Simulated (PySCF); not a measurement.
Job file and geometry (Å, from GFN2-xTB) of an NMR shielding run on SMILES C=N[SiH2][C@H](C)CC(F)F, C$_{5}$H$_{11}$F$_{2}$NSi, GIAO PBE0/pcSseg-1 NMR shielding, non-relativistic, gas phase in PySCF; density fitting, a coarse starting grid and PySCF grid level 2 are the driver's defaults:

```
$ OMP_NUM_THREADS=1 python probes_run.py task.json out

{"job": {"kind": "nmr", "xc": "PBE0", "basis": "pcSseg-1"}, "charge": 0, "multiplicity": 1}
C      2.445230     1.586184    -0.118801
N      1.412073     1.218002     0.477305
Si     0.954330    -0.167420     1.391864
C     -0.386750    -1.073362     0.364993
C      0.132976    -1.495632    -1.007246
C     -1.709381    -0.312311     0.256406
C     -1.619642     1.015101    -0.476558
F     -2.738456     1.755192    -0.240419
F     -1.580885     0.850367    -1.825076
H      3.383565     1.027234    -0.147165
H      2.439709     2.532476    -0.654716
H      0.385546     0.425685     2.600179
H      1.997853    -1.150856     1.710165
H     -0.622302    -1.988939     0.919097
H     -0.627639    -2.050924    -1.554788
H      0.412535    -0.630407    -1.602877
H      1.008859    -2.132590    -0.901181
H     -2.452986    -0.924717    -0.263715
H     -2.090193    -0.092376     1.255973
H     -0.749591     1.619972    -0.186478
```

Q: What does the program print?

A: 
```
coarse grid: 17112 points
cycle   1  E = -740.2258291880  dE =  9.568e-01  |g| = 7.766e-01  |ddm| = 3.858e+00
cycle   2  E = -740.1037453792  dE =  1.221e-01  |g| = 1.140e+00  |ddm| = 1.270e+00
cycle   3  E = -740.3359984456  dE = -2.323e-01  |g| = 1.367e-01  |ddm| = 8.280e-01
cycle   4  E = -740.3392939638  dE = -3.296e-03  |g| = 6.332e-02  |ddm| = 1.308e-01
cycle   5  E = -740.3401036663  dE = -8.097e-04  |g| = 1.312e-02  |ddm| = 5.070e-02
cycle   6  E = -740.3401350074  dE = -3.134e-05  |g| = 3.891e-03  |ddm| = 1.217e-02
cycle   7  E = -740.3401383020  dE = -3.295e-06  |g| = 6.029e-04  |ddm| = 3.670e-03
final grid: 161264 points
cycle   8  E = -740.4053331518  dE = -5.489e-05  |g| = 9.515e-03  |ddm| = 2.901e-02
cycle   9  E = -740.4053182748  dE =  1.488e-05  |g| = 1.285e-02  |ddm| = 1.840e-02
cycle  10  E = -740.4053541629  dE = -3.589e-05  |g| = 1.541e-03  |ddm| = 1.064e-02
cycle  11  E = -740.4053545900  dE = -4.271e-07  |g| = 5.454e-04  |ddm| = 1.316e-03
cycle  12  E = -740.4053546501  dE = -6.010e-08  |g| = 1.686e-04  |ddm| = 4.599e-04
cycle  13  E = -740.4053546551  dE = -4.966e-09  |g| = 4.356e-05  |ddm| = 1.565e-04
cycle  14  E = -740.4053546555  dE = -3.847e-10  |g| = 7.202e-06  |ddm| = 4.519e-05
converged SCF energy = -740.4053546555

GIAO shielding tensors (ppm)
atom      isotropic    diamagn.    paramagn.     s11        s22        s33       span
  0 C       12.157     250.959    -238.803    -82.096    -10.282    128.848    210.944
  1 N     -147.925     332.335    -480.261   -553.039   -175.994    285.257    838.295
  2 Si     377.578     881.663    -504.085    346.429    372.683    413.620     67.191
  3 C      167.165     252.724     -85.559    160.443    166.716    174.337     13.894
  4 C      170.657     248.968     -78.311    157.228    169.789    184.954     27.726
  5 C      143.617     250.254    -106.637    133.068    142.172    155.610     22.543
  6 C       61.651     245.733    -184.082     43.111     64.372     77.470     34.359
  7 F      300.740     470.296    -169.556    183.479    333.912    384.829    201.350
  8 F      306.282     474.783    -168.501    210.348    328.561    379.937    169.588
  9 H       22.947      28.719      -5.772     20.690     22.182     25.969      5.279
 10 H       23.005      29.028      -6.023     21.616     22.312     25.087      3.472
 11 H       26.456      29.961      -3.506     23.883     24.596     30.887      7.004
 12 H       26.706      30.145      -3.439     23.327     24.620     32.172      8.845
 13 H       30.595      32.390      -1.795     26.084     28.582     37.120     11.035
 14 H       30.533      30.813      -0.280     26.451     28.095     37.051     10.600
 15 H       30.599      32.794      -2.195     27.362     29.380     35.054      7.693
 16 H       30.771      31.145      -0.374     25.940     28.270     38.102     12.162
 17 H       29.547      30.454      -0.906     25.796     28.772     34.074      8.279
 18 H       29.385      31.256      -1.871     24.849     29.033     34.273      9.423
 19 H       24.399      30.243      -5.844     20.696     24.123     28.377      7.681
```

Q: Turn these shieldings into chemical shifts. Shifts are taken against calculated references (same method and geometry level): 13C (σ = 186.93 ppm) and 29Si (σ = 349.16 ppm) and 1H (σ = 31.72 ppm) against TMS; 15N (σ = 267.73 ppm) vs NH3; CFCl3 for 19F (σ = 170.95 ppm).

A: Averaging equivalent atoms: C 0: 174.8; C 6: 125.3; C 5: 43.3; C 3: 19.8; C 4: 16.3; N 1: 415.7; Si 2: -28.4; F 7: -129.8; F 8: -135.3; H 9: 8.77; H 10: 8.71; H 19: 7.32; H 11: 5.26; H 12: 5.01; H 18: 2.33; H 17: 2.17; H 13: 1.12; H 14/15/16: 1.08 ppm. Unscaled 19F shifts against computed CFCl3 carry errors that often reach 10 to 50 ppm. Experimental scales use liquid or dissolved standards, which lie at an offset from isolated NH3 (liquid NH3: subtract about 20 ppm). Unscaled 15N shifts of sp2 nitrogen come out 20 to 40 ppm too high even then.

Size and cost of the density-fitted run: 215 basis functions, 40 s wall time on 1 thread of an Arm Neoverse V2, shared host; peak memory 1 GiB.
